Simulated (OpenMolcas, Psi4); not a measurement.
**Predicting a hybrid from its neighbours: CH5InO2**

The species is CH5InO2 (9 atoms), meant as a singlet with charge 0. As SMILES, `[CH3][In]([OH])[OH]`. Geometry: relaxed at PBE0-D4/def2-TZVP. This is one conformer, not always the lowest.

The vertical ionisation energy (to the doublet cation) y, in eV, basis def2-SVP with a core potential; a is the functional's share of exact exchange. Programs: OpenMolcas 26.06, Psi4 1.11.

| functional | program | a | y (eV) |
| --- | --- | --- | --- |
| BLYP | OpenMolcas | 0 | 9.34 |
| TPSS | OpenMolcas | 0 | 9.48 |
| TPSSh | Psi4 | 0.1 | 9.66 |
| B3LYP | OpenMolcas | 0.2 | ? |
| PBE0 | OpenMolcas | 0.25 | 9.94 |
| BHLYP | OpenMolcas | 0.5 | 10.16 |

Problem. Fit y = c + s·a to the known rows and predict B3LYP.

Solution. 
1. Means of the 5 rows: a = 0.1700, y = 9.716.
2. Σ(Δa)² = 0.178, Σ(Δa·Δy) = 0.2724, so the slope is 0.2724/0.178 = 1.5303.
3. Intercept: 9.716 − (1.5303) × 0.1700 = 9.456. The largest residual of the fit is 0.12.
4. B3LYP: 9.456 + (1.5303) × 0.2 = 9.76 eV.

The run gave 9.86 eV, so the prediction is off by -0.10 eV, within the largest residual. The rows mix families of semi-local functionals, which the line can't see. Spin-orbit coupling is left out.
